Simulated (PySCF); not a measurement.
Species: `CC(=O)[P@](C)(=S)C(F)(F)F`. The columns A, B, C and D hold Mulliken, IAO, Hirshfeld and ESP-fitted charges (e) of one PBE0/pcSseg-1 density (PySCF), in a shuffled order. Coordinates in Å (GFN2-xTB); the density's dipole moment is (0.92, 0.05, 2.01) D.

| atom | x | y | z | A | B | C | D |
| --- | --- | --- | --- | --- | --- | --- | --- |
| C1 | 2.251 | 0.169 | -0.425 | -0.249 | -0.481 | -0.527 | -0.121 |
| C2 | 1.173 | -0.753 | 0.011 | +0.072 | +0.214 | +0.592 | +0.139 |
| O3 | 1.279 | -1.812 | 0.555 | -0.305 | -0.356 | -0.395 | -0.189 |
| P4 | -0.575 | -0.234 | -0.536 | +0.232 | +0.943 | +0.045 | +0.294 |
| C5 | -1.690 | -1.242 | 0.501 | -0.412 | -0.652 | -0.675 | -0.157 |
| S6 | -0.867 | -0.199 | -2.445 | -0.267 | -0.543 | -0.254 | -0.281 |
| C7 | -0.796 | 1.475 | 0.300 | +0.671 | +0.597 | +0.338 | +0.211 |
| F8 | -0.453 | 1.445 | 1.596 | -0.265 | -0.281 | -0.118 | -0.090 |
| F9 | -2.072 | 1.856 | 0.235 | -0.248 | -0.265 | -0.100 | -0.080 |
| F10 | -0.050 | 2.416 | -0.280 | -0.249 | -0.268 | -0.138 | -0.079 |
| H11 | 2.037 | 0.523 | -1.435 | +0.173 | +0.185 | +0.148 | +0.054 |
| H12 | 2.259 | 1.039 | 0.234 | +0.165 | +0.183 | +0.177 | +0.060 |
| H13 | 3.222 | -0.320 | -0.384 | +0.155 | +0.176 | +0.173 | +0.064 |
| H14 | -1.541 | -2.283 | 0.211 | +0.183 | +0.188 | +0.258 | +0.062 |
| H15 | -2.721 | -0.952 | 0.291 | +0.180 | +0.183 | +0.248 | +0.059 |
| H16 | -1.463 | -1.119 | 1.560 | +0.164 | +0.178 | +0.227 | +0.054 |

**Question.** Which column most likely holds the ESP-fitted charges?

**Answer.** C. Σ q r misses the density's dipole by 0.12 D (C), 0.46 D (D), 0.91 D (B), 1.45 D (A). Charges fitted to the outside potential are the only set here that is tied to the molecule's multipoles.

**Question.** And the Hirshfeld charges?

**Answer.** D. The mean sizes are 0.125 e (D), 0.249 e (A), 0.276 e (C), 0.356 e (B), and Hirshfeld charges are commonly the smallest of these schemes.

As computed, A = Mulliken, B = IAO, C = ESP-fitted, D = Hirshfeld. Hydrogens on carbon: Mulliken +0.15 to +0.18, IAO +0.18 to +0.19, ESP-fitted +0.15 to +0.26, Hirshfeld +0.05 to +0.06 e.

The IAO scheme counts the electrons in orthogonalised intrinsic atomic orbitals, a minimal basis polarised so that it spans the occupied orbitals exactly. The ESP scheme is a least-squares fit of atom-centred charges to the potential on four shells outside the van der Waals surface, with the total charge fixed.

Isolated species at its GFN2-xTB geometry (one conformer only).

Shape of the structure used: `[CH3:1][C:2](=[O:3])[P@:4]([CH3:5])(=[S:6])[C:7]([F:8])([F:9])[F:10]`: C1–C2–P4–C5 -165°, C2–P4–C7–F8 -48°.
